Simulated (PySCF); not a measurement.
C3H2Cl2F2, SMILES FC(F)C=C(Cl)Cl.

Coordinates come from a B3LYP-D3(BJ)/def2-SVP optimisation. Other conformers were not sampled.

The numbers are results of TDA-PBE/def2-SVPD in PySCF 2.14.0, not measurements.

Vertical excitations. Gas-phase values at a fixed geometry. State labels are in the subgroup Cs.

Computed lowest excited states:
```json
[
 {"state": "S1", "symmetry": "A\"", "energy (eV)": "5.57", "λ (nm)": "223", "f": "0.000", "main pairs": "HOMO→LUMO+1 99 %"},
 {"state": "S2", "symmetry": "A\"", "energy (eV)": "5.82", "λ (nm)": "213", "f": "0.000", "main pairs": "HOMO−1→LUMO 100 %"},
 {"state": "S3", "symmetry": "A\"", "energy (eV)": "6.08", "λ (nm)": "204", "f": "0.000", "main pairs": "HOMO−2→LUMO 99 %"},
 {"state": "S4", "symmetry": "A'", "energy (eV)": "6.20", "λ (nm)": "200", "f": "0.341", "main pairs": "HOMO→LUMO 82 %"},
 {"state": "S5", "symmetry": "A\"", "energy (eV)": "6.31", "λ (nm)": "197", "f": "0.000", "main pairs": "HOMO→LUMO+2 98 %"},
 {"state": "S6", "symmetry": "A'", "energy (eV)": "6.50", "λ (nm)": "191", "f": "0.023", "main pairs": "HOMO−3→LUMO 79 %, HOMO−1→LUMO+1 17 %"},
 {"state": "S7", "symmetry": "A'", "energy (eV)": "6.82", "λ (nm)": "182", "f": "0.000", "main pairs": "HOMO−2→LUMO+1 93 %"},
 {"state": "S8", "symmetry": "A\"", "energy (eV)": "6.82", "λ (nm)": "182", "f": "0.000", "main pairs": "HOMO−4→LUMO 100 %"},
 {"state": "S9", "symmetry": "A'", "energy (eV)": "7.04", "λ (nm)": "176", "f": "0.115", "main pairs": "HOMO−1→LUMO+1 76 %, HOMO−3→LUMO 16 %"},
 {"state": "S10", "symmetry": "A\"", "energy (eV)": "7.17", "λ (nm)": "173", "f": "0.003", "main pairs": "HOMO→LUMO+3 84 %, HOMO−3→LUMO+1 15 %"},
 {"state": "T1", "symmetry": "A'", "energy (eV)": "3.86", "λ (nm)": "321", "f": "0", "main pairs": "HOMO→LUMO 98 %"},
 {"state": "T2", "symmetry": "A\"", "energy (eV)": "5.15", "λ (nm)": "241", "f": "0", "main pairs": "HOMO→LUMO+1 100 %"},
 {"state": "T3", "symmetry": "A\"", "energy (eV)": "5.72", "λ (nm)": "217", "f": "0", "main pairs": "HOMO−1→LUMO 100 %"},
 {"state": "T4", "symmetry": "A\"", "energy (eV)": "5.88", "λ (nm)": "211", "f": "0", "main pairs": "HOMO−2→LUMO 99 %"}
]
```
Triplets are in the Tamm–Dancoff approximation.
